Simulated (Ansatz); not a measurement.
Gas-phase electronic energies from Ansatz, PBE0-D4/def2-TZVP geometries. CCSD(T)/CBS adds triple-zeta CCSD(T) − MP2 to the extrapolated MP2 energy (def2 sets, frozen cores). This one scheme is used for every species. Functionals use def2-TZVPP. Each species was taken in one conformer, which may not be the lowest.

Consider the substitution at a C–Cl bond: `CBCCCl` + H–F → `CBCCF` + HCl.

| level | ΔE (kJ/mol) |
| --- | --- |
| ωB97X-V | 12.0 |
| MP2/def2-QZVPP | 32.8 |

(1) What does CCSD(T)/CBS give? (Best estimate.)

Largest T1 diagnostic among the species: 0.010.

## Answers

(1) Computed: +25.1 kJ/mol. The listed levels differ from it by -13.1, 7.7 kJ/mol.

The D4 term adds +5.8 kJ/mol with B3LYP and +3.1 kJ/mol with PBE0; it sums over pairs of atoms, weighted by their polarisabilities, and B3LYP, whose exchange is more repulsive, gets the larger term. In def2-TZVPP, CCSD(T) changes the Hartree–Fock value by +16.3 kJ/mol (the triples alone add +2.9 kJ/mol) and MP2 by +26.5 kJ/mol.

CCSD(T)/CBS has its own doubt, a few kJ/mol and more with outer-core shells, so smaller differences from it don't rank the levels.

B3LYP here is the variant with VWN-RPA as its local correlation; programs differ in this.
